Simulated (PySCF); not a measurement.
Al(Me)(Cl) (CH3AlCl), SMILES [CH3][Al+][Cl], charge +1. Atoms are numbered in the order given.

```xyz
6

Al     0.0000     0.0000    -0.4109
C      0.0000     0.0000    -2.3218
H     -0.8933    -0.5158    -2.6800
H      0.8933    -0.5158    -2.6800
H      0.0000     1.0315    -2.6800
Cl     0.0000     0.0000     1.6066
```
Charge +1, spin multiplicity 1.

Geometry optimised at B3LYP-D3(BJ)/def2-TZVP. The spin state was assumed, not searched. The isomer is the one that the SMILES or the coordinates give; other isomers of the formula were not compared.

The numbers are results of PBE/def2-TZVPD run with PySCF, not measurements.

Symmetry labels are those of the subgroup Cs that the program uses (full group C3v).

Computed valence orbital energies around the gap with their symmetry:
| orbital | symmetry | energy (eV) |
|---|---|---|
| HOMO−7 | A' | -26.28 |
| HOMO−6 | A' | -23.03 |
| HOMO−5 | A' | -16.39 |
| HOMO−4 | A' | -15.81 |
| HOMO−3 | A" | -15.81 |
| HOMO−2 | A' | -14.22 |
| HOMO−1 | A" | -14.02 |
| HOMO | A' | -14.02 |
| LUMO | A' | -8.38 |
| LUMO+1 | A' | -7.60 |
| LUMO+2 | A" | -7.60 |
| LUMO+3 | A' | -4.08 |
